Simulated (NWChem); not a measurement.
Species: C₂H₅ClOSi; SMILES C=CO[SiH2]Cl

```xyz
10

C      0.6835     2.9255     0.1353
C      0.2190     1.7864    -0.3726
O     -0.4792     0.8876     0.3664
Si    -0.9037    -0.6590    -0.0696
Cl     0.7206    -1.9238     0.0463
H      0.5309     3.1772     1.1869
H      1.2242     3.6224    -0.5056
H      0.3691     1.5224    -1.4288
H     -1.9267    -1.0913     0.9070
H     -1.3783    -0.6713    -1.4797
```
Atoms are numbered in this order, from 1.

Computed with NWChem. Medium grid unless said otherwise, to which SCAN and Minnesota functionals are sensitive. All runs use the structure optimised with PBE0/def2-SVP. Total energies of different functionals are on different scales.

```csv
level,energy (Ha),highest occupied level (eV),orbital gap (eV),dipole (D)
PBE/def2-TZVP,-903.7555,-5.98,5.15,1.08
B3LYP/def2-TZVP,-904.3250,-6.92,6.85,1.17
TPSSh/def2-TZVP,-904.3246,-6.46,6.23,1.15
BLYP/def2-TZVP,-904.2281,-5.82,5.12,1.09
"LDA (Slater exchange, VWN5)/def2-TZVP",-900.3728,-6.18,5.09,1.12
M06-2X/def2-TZVP,-904.1834,-8.38,9.42,1.28
```
